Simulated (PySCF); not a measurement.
**NMR parameters from quadrupole coupling constants**

Species: C₇H₇NO.
Atom-mapped SMILES: `[CH3:1][C:2](=[O:3])[c:4]1[cH:5][cH:6][n:7][cH:8][cH:9]1` (hydrogens: H10, H11, H12 on C1; H13 on C5; H14 on C6; H15 on C8; H16 on C9)

Structure used (PBE0-D3(BJ)/def2-TZVP), in Å, numbered top down from 1:
```
atom  x, y, z in Å
C1    -2.315    0.581   -0.769
C2    -1.500   -0.537   -0.182
O3    -1.990   -1.612    0.069
C4    -0.047   -0.290    0.090
C5     0.716   -1.308    0.648
C6     2.057   -1.076    0.897
N7     2.667    0.077    0.630
C8     1.934    1.046    0.097
C9     0.583    0.916   -0.191
H10   -3.343    0.246   -0.888
H11   -1.913    0.880   -1.741
H12   -2.287    1.461   -0.122
H13    0.251   -2.259    0.876
H14    2.677   -1.854    1.333
H15    2.450    1.978   -0.114
H16    0.045    1.749   -0.626
```

Computed at PBE0/pcSseg-2 (PySCF, non-relativistic):

| atom | environment | nucleus | spin I | Q (b) | CQ = χzz (MHz) | η |
| --- | --- | --- | --- | --- | --- | --- |
| O3 | ketone oxygen | 17O | 5/2 | -0.0256 | 11.980 | 0.505 |
| N7 | pyridine-type nitrogen | 14N | 1 | 0.02044 | -5.504 | 0.484 |

Task: Which field gradients stand behind these couplings (CQ in MHz = 234.96 × Q in b × Vzz in au)?

Result: Vxx = −Vzz(1 − η)/2 and Vyy = −Vzz(1 + η)/2, in au:

```tsv
atom	Vxx (au)	Vyy (au)	Vzz (au)	Vzz (10²¹ V/m²)
O3	0.492	1.499	-1.992	-19.35
N7	0.296	0.850	-1.146	-11.14
```

Task: At 28.2 T, set νQ = 3|CQ|/[2I(2I − 1)] beside the Larmor frequency (|g| × 7.62259 MHz/T × B; g(17O) = −0.75752, g(14N) = 0.40376), and give PQ = |CQ|√(1 + η²/3).

Result: 
| atom | PQ (MHz) | νQ (MHz) | ν0 (MHz) | νQ/ν0 |
| --- | --- | --- | --- | --- |
| O3 | 12.48 | 1.797 | 162.83 | 0.011 |
| N7 | 5.715 | 8.256 | 86.79 | 0.095 |

For O3: PQ = 11.98 × 1.0417, νQ = 11.98 × 0.1500, ν0 = 5.7742 MHz/T × 28.2 T.

Task: For half-integer spins with νQ below a tenth of ν0, find the second-order shift of the centre of gravity of the central transition at 28.2 and 35.2 T.

Result: From −(3/40)(PQ/ν0)²[I(I + 1) − 3/4]/[I(2I − 1)]², which goes as 1/B² (ppm):

| site | 28.2 T | 35.2 T |
| --- | --- | --- |
| 17O at O3 | -35.2 | -22.6 |

Task: First-order 14N doublet splittings with the field along y and x of the gradient, (3/4)|CQ|(1 ± η)?

Result: N7: 6.124 and 2.132 MHz.

One conformer (not necessarily the lowest) at the PBE0-D3(BJ)/def2-TZVP geometry, without solvent, vibrations or thermal averaging.

The run behind these numbers computed NMR shieldings as well. Time: 3.2 min wall, 6.0 min CPU; peak memory 2.8 GiB. Hardware: an Intel Xeon at 2.50 GHz with 2 threads (shared host).
